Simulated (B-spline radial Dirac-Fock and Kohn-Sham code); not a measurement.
## Magnetic form factor of the 4f shell of La

System: neutral lanthanum, [Xe] 4f1 5d1 6s1 (not the ground configuration).

The run's input, task.json:

```json
{"items": [{
  "Z": 57,
  "q": 0,
  "cfg": [[1, 0, 2], [2, 0, 2], [2, 1, 6], [3, 0, 2], [3, 1, 6], [3, 2, 10], [4, 0, 2], [4, 1, 6], [4, 2, 10], [4, 3, 1], [5, 0, 2], [5, 1, 6], [5, 2, 1], [6, 0, 1]],
  "A": 139,
  "rrms": 4.855,
  "do": ["scatter"],
  "s": [0.0, 0.05, 0.1, 0.15, 0.2, 0.25, 0.3, 0.35, 0.4, 0.45, 0.5, 0.6, 0.7, 0.8, 0.9, 1.0, 1.1, 1.2, 1.4, 1.6, 1.8, 2.0, 2.5, 3.0, 3.5, 4.0, 5.0, 6.0],
  "pz": [0, 0.1, 0.14, 0.2, 0.28, 0.39, 0.55, 0.77, 1.1, 1.5, 2.1, 3.0, 4.2, 5.9, 8.3, 12.0, 16.0, 23.0, 32.0, 45.0, 64.0],
  "hv_scatter": [1000, 2000, 17479.3, 30000, 50000, 100000, 200000, 500000]
}]}
```

Run with: `python xray_run.py task.json out`

Level of theory: Dirac-Fock orbitals of the configuration average with a finite nucleus; a radial atomic solver. ⟨j_K⟩ is the integral of the 4f radial density with the spherical Bessel function j_K(4πsr), s = sin θ/λ.

| s (Å⁻¹) | ⟨j0⟩ | ⟨j2⟩ | ⟨j4⟩ | ⟨j6⟩ |
| --- | --- | --- | --- | --- |
| 0 | 1.0000 | 0.0000 | 0.0000 | 0.0000 |
| 0.05 | 0.9574 | 0.0167 | 0.0003 | 0.0000 |
| 0.1 | 0.8496 | 0.0559 | 0.0029 | 0.0002 |
| 0.15 | 0.7138 | 0.0989 | 0.0099 | 0.0012 |
| 0.2 | 0.5771 | 0.1348 | 0.0202 | 0.0034 |
| 0.25 | 0.4532 | 0.1598 | 0.0322 | 0.0068 |
| 0.3 | 0.3472 | 0.1741 | 0.0443 | 0.0112 |
| 0.35 | 0.2600 | 0.1793 | 0.0554 | 0.0162 |
| 0.4 | 0.1902 | 0.1775 | 0.0648 | 0.0214 |
| 0.45 | 0.1354 | 0.1706 | 0.0723 | 0.0265 |
| 0.5 | 0.0932 | 0.1604 | 0.0779 | 0.0313 |
| 0.6 | 0.0374 | 0.1350 | 0.0834 | 0.0396 |
| 0.7 | 0.0074 | 0.1086 | 0.0830 | 0.0455 |
| 0.8 | -0.0072 | 0.0845 | 0.0787 | 0.0489 |
| 0.9 | -0.0132 | 0.0642 | 0.0720 | 0.0502 |
| 1 | -0.0145 | 0.0479 | 0.0642 | 0.0498 |
| 1.1 | -0.0135 | 0.0351 | 0.0561 | 0.0481 |
| 1.2 | -0.0117 | 0.0254 | 0.0484 | 0.0455 |
| 1.4 | -0.0075 | 0.0127 | 0.0348 | 0.0389 |
| 1.6 | -0.0043 | 0.0059 | 0.0244 | 0.0319 |

Radial moments of the shell: ⟨r²⟩ = 2.429, ⟨r⁴⟩ = 22.19, ⟨r⁶⟩ = 583.2 in powers of bohr.

Values without a named source are computed, but for edge energies of neutral atoms, which are taken from tables.
